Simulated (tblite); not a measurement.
Species: C₃H₁₂NPSi.
Cartesian coordinates in Å at the GFN2-xTB level; atoms count from 1:
```xyz
18
C3H12NPSi angstrom
C     -1.7593   -1.0211   -0.5274
C     -0.6984   -0.0277   -0.9956
N     -0.0001    0.6419    0.0777
C     -0.7902    1.6109    0.7956
Si     1.3866   -0.0189    0.8413
P      2.3066   -1.4551   -0.6075
H     -2.5467   -0.5153    0.0264
H     -2.2049   -1.5174   -1.3855
H     -1.3034   -1.7712    0.1148
H      0.0481   -0.5619   -1.5931
H     -1.1637    0.7327   -1.6352
H     -0.1342    2.2225    1.4098
H     -1.3166    2.2574    0.0902
H     -1.5282    1.1420    1.4539
H      2.2375    1.1292    1.1859
H      1.1444   -0.7957    2.0740
H      3.4833   -1.5583    0.1067
H      2.8306   -0.4879   -1.4435
```

Method: GFN2-xTB as coded in tblite; computed harmonic values from a numerical Hessian at the method's own geometry, unscaled. Errors from tens to a few hundred cm⁻¹ against measured bands are possible. Modes of hydrogen on phosphorus and silicon can be 10 to 20 % off. One conformer, not necessarily the lowest.

Harmonic wavenumbers (cm⁻¹): 44.9, 66.4, 132.4, 147.5, 155.0, 182.4, 234.1, 286.3, 393.9, 424.9, 456.6, 503.7, 573.7, 669.7, 681.8, 700.0, 755.2, 814.2, 823.2, 969.7, 1057.9, 1075.0, 1084.9, 1104.2, 1149.4, 1208.8, 1236.6, 1319.9, 1337.9, 1399.0, 1422.0, 1468.6, 1486.5, 1489.8, 1498.4, 1508.9, 2117.9, 2183.4, 2318.8, 2406.0, 2905.3, 2920.1, 2929.8, 2970.1, 3031.8, 3036.0, 3038.2, 3043.4.

A = 3108, B = 1481, C = 1124 MHz; mass 121.048 u (most abundant isotopes); point group C1, symmetry number 1.

Question: Zero-point energy?

Answer: Half the sum of the wavenumbers: 31382 cm⁻¹ = 375.41 kJ/mol.

Question: Entropy at 200 K, 1 bar (ideal gas, RRHO, classical rotation)?

Answer: Translation 160.37, rotation 114.35, vibration 81.16: S = 355.9 J/(mol K).

Question: And Cp and H(200 K) − H(0)?

Answer: Cp = 118.71 J/(mol K), of which vibrations give 85.45 (their classical limit is 48 R = 399.1); H(200 K) − H(0) = 15.49 kJ/mol without the zero-point energy, 8.84 from vibrations.

Question: Which modes carry the vibrational entropy at 200 K?

Answer: 44.9 cm⁻¹: 17.75; 66.4 cm⁻¹: 14.54; 132.4 cm⁻¹: 9.03; 147.5 cm⁻¹: 8.20; 155.0 cm⁻¹: 7.83; 182.4 cm⁻¹: 6.63 J/(mol K); the other 42 give 17.20 together.

Question: What must be added to the electronic energy to get the Gibbs energy at 200 K and 1 bar?

Answer: ZPE + [H(200 K) − H(0)] − T·S = 375.41 + 15.49 − 71.18 = 319.72 kJ/mol.

Question: How do the functions run with temperature in this model?

Answer: 
| T (K) | S (J/(mol K)) | Cp (J/(mol K)) | H − H(0) (kJ/mol) | G − H(0) (kJ/mol) | ln q(vib) |
| --- | --- | --- | --- | --- | --- |
| 150 | 324.6 | 99.8 | 10.03 | -38.66 | 3.11 |
| 250 | 384.4 | 137.6 | 21.90 | -74.20 | 5.76 |
| 298.15 | 410.2 | 155.7 | 28.96 | -93.34 | 7.01 |
| 400 | 461.1 | 192.0 | 46.69 | -137.74 | 9.60 |
| 600 | 550.6 | 250.2 | 91.22 | -239.12 | 14.50 |
| 900 | 664.1 | 309.4 | 175.85 | -421.87 | 21.32 |

q(vib) and H(0) count from the zero-point level.

Hindered rotation and anharmonicity are outside this model. Other conformers, if any are populated, would add a mixing term that is left out. The structure is chiral; the term R ln 2 for an equal mix with its mirror image is left out.

Time: 0.52 s. Hardware: one thread, Arm Neoverse V2 (aarch64), shared host with 32 logical CPUs at a one-minute load of 4.8. The figure is for the frequency step alone.
